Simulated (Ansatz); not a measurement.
Molecule: sum formula HSiO2F2 (charge -1, singlet). It need not be the lowest isomer of its formula. Whether it binds its extra electron was not tested at this geometry. 
Structure (B3LYP-D3(BJ)/def2-TZVP (Ansatz, a program for electronic structure) minimum search):
SMILES: F[Si](O)([O-])F
```xyz
6

Si    -0.0781     0.1162    -0.0301
F     -0.2907    -0.4516     1.4848
F     -0.5195    -1.2148    -0.8646
O     -0.7785     1.4415    -0.3924
O      1.5952     0.1073    -0.1903
H      1.8512     0.9805    -0.4988
```
Charge -1, spin multiplicity 1.

Basis-set convergence of Hartree-Fock and CCSD(T) correlation energies (hartree) with Ansatz. Valence correlation only, unless marked. No spin-orbit coupling. Non-relativistic.

| basis | functions | E(HF) | E(corr, CCSD(T)) | rough core time |
|---|---|---|---|---|
| aug-cc-pV(D+d)Z | 133 | -638.44683 | -0.95312 | under 20 s |
| aug-cc-pV(T+d)Z | 262 | ___ | ___ | 2.5 min |

Some entries are withheld; supply them.


- aug-cc-pV(T+d)Z, E(HF): -638.56702
- aug-cc-pV(T+d)Z, E(corr, CCSD(T)): -1.17653
